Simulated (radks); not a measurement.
The numbers below are computed, except where a source is named.
Q: These are the eigenvalues of the occupied orbitals of an atom or ion with whole-number occupations (eV). Level of theory: scalar-relativistic Kohn-Sham, Slater X-alpha with alpha = 0.852, spin-polarised, spherical densities, point nucleus (a radial shooting solver on a logarithmic mesh with Libxc functionals).

orbital  eigenvalue
1s down   -6484.729
1s up     -6484.709
2s up     -773.1059
2s down   -769.7012
2p up     -661.2231
2p down   -658.6162
3s up     -109.3800
3s down   -101.5305
3p up      -78.1602
3p down    -70.4422
3d up      -29.1835

Which element is it, and in what charge state? The configuration may be excited. Open shells, if any, are filled with parallel spins first.

A: Z = 25, manganese, charge +2: Mn2+ in [Ar] 3d5. The list shows which subshells hold electrons but not how many an open one holds; the 1s level, -238.31 hartree, gives Z - s = 21.8 by -(Z - s)^2/2, which with screening and relativity narrows Z to a few neighbours, and the depths of the outer levels then fix element, charge and occupations together.
